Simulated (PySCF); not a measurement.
Job file and geometry (Å, from GFN2-xTB) of an NMR shielding run on SMILES C1CC(C#C)(C#N)C1, C₇H₇N, GIAO PBE0/pcSseg-1 NMR shielding, non-relativistic, gas phase (PySCF 2.14.0, density-fitted response routines); density fitting, a coarse starting grid and PySCF grid level 2 are the driver's defaults:

```
{"job": {"kind": "nmr", "xc": "PBE0", "basis": "pcSseg-1"}, "charge": 0, "multiplicity": 1}
C      2.799462     0.108025     0.667065
C      1.666832     0.245709     0.305516
C      0.291924     0.391900    -0.120533
C      0.167086     1.592434    -0.910300
N      0.048537     2.539655    -1.539439
C     -0.344528    -0.849472    -0.805973
C     -1.498342    -0.811841     0.206016
C     -0.782880     0.291837     0.997773
H      3.792739    -0.010772     0.982330
H     -0.620371    -0.698102    -1.847882
H      0.289422    -1.730460    -0.726000
H     -2.440284    -0.485709    -0.230253
H     -1.663833    -1.737723     0.752491
H     -1.351116     1.205452     1.162510
H     -0.359061    -0.042942     1.942551
```

**Question.** Write the output of this run.

**Answer.** 
```
coarse grid: 13008 points
cycle   1  E = -325.0349090677  dE =  1.259e+00  |g| = 5.352e-01  |ddm| = 3.799e+00
cycle   2  E = -324.8842931963  dE =  1.506e-01  |g| = 1.005e+00  |ddm| = 1.381e+00
cycle   3  E = -325.0952580628  dE = -2.110e-01  |g| = 1.990e-01  |ddm| = 9.033e-01
cycle   4  E = -325.1041538442  dE = -8.896e-03  |g| = 5.374e-02  |ddm| = 1.890e-01
cycle   5  E = -325.1046394848  dE = -4.856e-04  |g| = 2.975e-02  |ddm| = 5.628e-02
cycle   6  E = -325.1048391607  dE = -1.997e-04  |g| = 6.925e-03  |ddm| = 2.489e-02
cycle   7  E = -325.1048506406  dE = -1.148e-05  |g| = 1.292e-03  |ddm| = 7.117e-03
cycle   8  E = -325.1048510447  dE = -4.041e-07  |g| = 3.055e-04  |ddm| = 1.667e-03
final grid: 127056 points
cycle   9  E = -325.1554828620  dE = -3.885e-05  |g| = 6.897e-03  |ddm| = 4.763e-02
cycle  10  E = -325.1554772514  dE =  5.611e-06  |g| = 8.442e-03  |ddm| = 1.532e-02
cycle  11  E = -325.1554944109  dE = -1.716e-05  |g| = 2.057e-03  |ddm| = 8.554e-03
cycle  12  E = -325.1554953090  dE = -8.980e-07  |g| = 6.182e-04  |ddm| = 1.812e-03
cycle  13  E = -325.1554953931  dE = -8.410e-08  |g| = 1.335e-04  |ddm| = 5.700e-04
cycle  14  E = -325.1554953958  dE = -2.735e-09  |g| = 8.094e-05  |ddm| = 1.526e-04
cycle  15  E = -325.1554953972  dE = -1.427e-09  |g| = 1.383e-05  |ddm| = 6.842e-05
cycle  16  E = -325.1554953973  dE = -4.650e-11  |g| = 2.662e-06  |ddm| = 1.547e-05
converged SCF energy = -325.1554953973

GIAO shielding tensors (ppm)
atom      isotropic    diamagn.    paramagn.     s11        s22        s33       span
  0 C      106.151     257.292    -151.141     42.357     42.421    233.675    191.318
  1 C       99.213     254.321    -155.107     -2.872     -0.882    301.395    304.267
  2 C      164.528     245.717     -81.189    156.186    168.355    169.042     12.855
  3 C       60.951     257.952    -197.001    -58.939    -55.133    296.924    355.863
  4 N      -32.081     339.459    -371.540   -185.976   -180.359    270.091    456.067
  5 C      151.502     245.426     -93.924    131.850    142.741    179.916     48.066
  6 C      171.014     249.097     -78.082    160.191    168.204    184.648     24.457
  7 C      151.536     245.680     -94.144    131.899    142.779    179.931     48.032
  8 H       29.665      33.637      -3.972     24.881     24.991     39.122     14.241
  9 H       29.016      29.237      -0.222     26.345     27.006     33.696      7.351
 10 H       29.080      29.217      -0.137     26.192     27.858     33.189      6.997
 11 H       29.388      29.017       0.371     26.470     26.831     34.862      8.391
 12 H       29.643      28.772       0.872     26.113     26.706     36.111      9.998
 13 H       29.017      29.173      -0.156     26.342     27.004     33.706      7.363
 14 H       29.081      29.196      -0.115     26.195     27.860     33.189      6.994
```

Size and cost of the density-fitted run: 171 basis functions, 18 s wall time on 1 thread of an x86-64 server CPU, shared host.
